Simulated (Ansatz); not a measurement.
`[OH][GeH]1[CH2][SiH2]1` and `[CH2]1[SiH2][GeH2]1` differ in one atom or group.

Ansatz, PBE0-D4/def2-TZVP geometries, multiplicity 1. Each molecule was computed in one conformer, which needn't be the lowest.

Scalar relativity is left out up to krypton.

```csv
property,`[OH][GeH]1[CH2][SiH2]1`
LUMO energy (PBE0/def2-TZVPP) / eV,-0.53
HOMO energy (ωB97M-V/def2-TZVPP) / eV,-8.57
size of the dipole moment (PBE/def2-TZVPP) / D,1.01
LUMO energy (ωB97M-V/def2-TZVPP) / eV,1.23
size of the dipole moment (B3LYP/def2-TZVPP) / D,1.25
HOMO–LUMO gap (PBE/def2-TZVPP) / eV,4.15
```

What does the change do to each property? (An estimate is asked.)

The calculation gave: 
```json
{"property": "LUMO energy (PBE0/def2-TZVPP) / eV", "`[CH2]1[SiH2][GeH2]1`": "-0.27", "shift": "0.26"}
{"property": "HOMO energy (ωB97M-V/def2-TZVPP) / eV", "`[CH2]1[SiH2][GeH2]1`": "-8.60", "shift": "-0.03"}
{"property": "size of the dipole moment (PBE/def2-TZVPP) / D", "`[CH2]1[SiH2][GeH2]1`": "0.42", "shift": "-0.59"}
{"property": "LUMO energy (ωB97M-V/def2-TZVPP) / eV", "`[CH2]1[SiH2][GeH2]1`": "1.43", "shift": "0.20"}
{"property": "size of the dipole moment (B3LYP/def2-TZVPP) / D", "`[CH2]1[SiH2][GeH2]1`": "0.34", "shift": "-0.91"}
{"property": "HOMO–LUMO gap (PBE/def2-TZVPP) / eV", "`[CH2]1[SiH2][GeH2]1`": "4.53", "shift": "0.38"}
```

Dipoles are sizes alone; their direction can turn.

B3LYP here is the variant with VWN-RPA as its local correlation; programs differ in this.
